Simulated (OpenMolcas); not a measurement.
Rh5+ in a point-charge field

Rh5+ among 6 point charges of -0.85 e arranged as an octahedron (Oh), 2.01 Å from the ion.
```
   2.0100    0.0000    0.0000  -0.85
   0.0000    2.0100    0.0000  -0.85
  -2.0100    0.0000    0.0000  -0.85
   0.0000   -2.0100    0.0000  -0.85
   0.0000    0.0000    2.0100  -0.85
   0.0000    0.0000   -2.0100  -0.85
```

```json
{"Program": "OpenMolcas", "Method": "CASSCF", "Basis": "ANO-RCC-VDZP [6s5p3d1f]", "Scalar Hamiltonian": "DKH2, point nucleus", "Active space": "4 electrons in 5 orbitals (4d)", "State averaging": "2S+1 = 5 even, 5 roots; 2S+1 = 3 even, 45 roots; 2S+1 = 1 even, 50 roots", "Spin-orbit coupling": "RASSI with atomic mean-field integrals over the reference wave functions"}
```

The lowest spin-free states (labels of O, the rotations of Oh), above the lowest:

```
State  Degeneracy  E (cm-1)  Free-ion L (%)
   5E           2       0.0         D (100)
  5T2           3      2230         D (100)
  3T1           3     20601          H (84)
   3E           2     21596          H (99)
  3T2           3     22725          H (86)
  3T1           3     22911          H (68)
  3T1           3     24783          H (36)
  3A2           1     24789         F (100)
  3T2           3     25806          F (80)
  3A1           1     26400         G (100)
  3T1           3     27561          G (48)
   3E           2     27571          G (97)
  3T1           3     27933          P (36)
  3T2           3     29296          G (93)
   1E           2     31180          I (93)
  1T2           3     31250          I (80)
  1A2           1     32236         I (100)
  1T2           3     33061          I (50)
  1A1           1     33176          I (64)
  1T1           3     33371          I (71)
```

The lowest levels with spin-orbit coupling:

```tsv
E (cm-1)	Degeneracy	Label	2S+1
0.0	1	A1	5
606.1	3	T1	5
1332	2	E	5
1615	3	T2	5
2103	1	A2	5
3660	3	T2	5
4038	3	T1	5
4797	1	A1	5
5125	3	T1	5
5229	2	E	5
5594	3	T2	5
20443	1	A1	3
21289	3	T2	3
21698	2	E	3
22366	3	T1	3
22645	3	T1	3
23369	3	T2	3
23605	1	A1	3
23631	2	E	3
23631	3	T1	3
```

Powder χT (cm3 K/mol): 0.00419 at 2 K, 0.021 at 10 K, 0.105 at 50 K, 0.21 at 100 K, 0.425 at 200 K, 0.628 at 300 K. The effective moment at 300 K is 2.828 √(χT) = 2.24 μB.

The lowest level has 2S+1 = 5, for which the spin-only value is χT = S(S+1) / 2 = 3.000 cm3 K/mol (g = 2). The computed 0.628 at 300 K differs by -2.372, through orbital momentum, spin-orbit coupling and any other state in reach.

A least-squares ligand-field fit to the states below 45000 cm-1, each weighted by its degeneracy and with a free common offset, gives 10Dq = 2330 cm-1, B = 1042 cm-1 and C = 4265 cm-1 (C/B = 4.09), with an rms deviation of 29 cm-1.

Spin-orbit coupling mixes the spin-free states strongly: the lowest level takes only 62 % from its leading state, 5E. An orbital doublet at a regular site is open to a Jahn-Teller distortion, which this geometry leaves out. Without dynamic correlation the repulsion within the d shell is too large (B by tens of per cent), so at a given field states of lower spin stand too high. Point charges give a weaker field than real ligands, and real ions of this kind are as a rule low spin; the high spin found here belongs to the model. This field is weak: 10Dq is about 2330 cm-1, while octahedral complexes of 4d ions of charge 3 and more, computed by the same method with explicit ligands, had a median near 25000 cm-1. Ground spin and moment need not be those of a real site. The ground term spreads over less than 5000 cm-1, several times less than with real ligands, so orbital moments are less quenched and χT lies further from the spin-only value than at real sites. Point charges carry no covalency, so the field is a model and not that of real ligands. No measured value stands beside these numbers.
